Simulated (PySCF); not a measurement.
Basis and Hamiltonian dependence of the excitation energy of Zr

Zr [Kr] 4d2 5s2 (3F) → Zr [Kr] 4d4 (5D). All values are computed (PySCF 2.14, energy differences of UHF-based or UKS calculations, no spin-orbit coupling). Values in eV.

```csv
basis,Hamiltonian,functions,UHF,PBE,PBE0,MP2 (valence),CCSD(T) (valence),CCSD(T) (valence and next inner shell)
ANO-RCC-VDZP,spin-free X2C,43,2.703,2.212,2.241,2.936,n/a,n/a
aug-cc-pVDZ-PP with ECP28MDF,ECP,54,2.441,1.912,1.992,2.687,2.817,n/a
x2c-TZVPPall,spin-free X2C,79,2.477,1.789,1.902,2.665,2.791,2.780
def2-QZVPPD with the def2 core potential (28 electrons),ECP,81,2.511,1.964,2.038,2.709,2.825,2.795
aug-cc-pVTZ-PP with ECP28MDF,ECP,88,2.487,1.920,2.001,2.700,2.815,n/a
"x2c-TZVPPall with one added diffuse shell each of s, p, d, f type",spin-free X2C,95,2.475,1.785,1.900,2.662,2.783,2.774
aug-cc-pVTZ-DK,spin-free X2C,102,2.494,1.805,1.919,2.702,2.820,n/a
x2c-QZVPPall,spin-free X2C,111,2.501,1.802,1.917,2.692,2.810,n/a
"aug-cc-pVTZ-PP with one added diffuse shell each of s, p, d, f, g type with ECP28MDF",ECP,113,2.487,1.921,2.001,2.700,n/a,n/a
aug-cc-pwCVTZ-PP with ECP28MDF,ECP,122,2.499,1.924,2.006,2.693,n/a,n/a
dyall-av2z,non-relativistic,136,1.757,1.028,1.140,1.927,n/a,n/a
"aug-cc-pwCVTZ-DK with one added diffuse shell each of s, p, d, f, g type",spin-free X2C,161,2.503,n/a,n/a,n/a,n/a,n/a
```

Frozen in the all-electron rows: valence: [Kr]; valence and next inner shell: [Ar] 3d10; with a core potential, the same shells as far as they lie outside it.

Non-relativistic rows lack the scalar-relativistic shift.
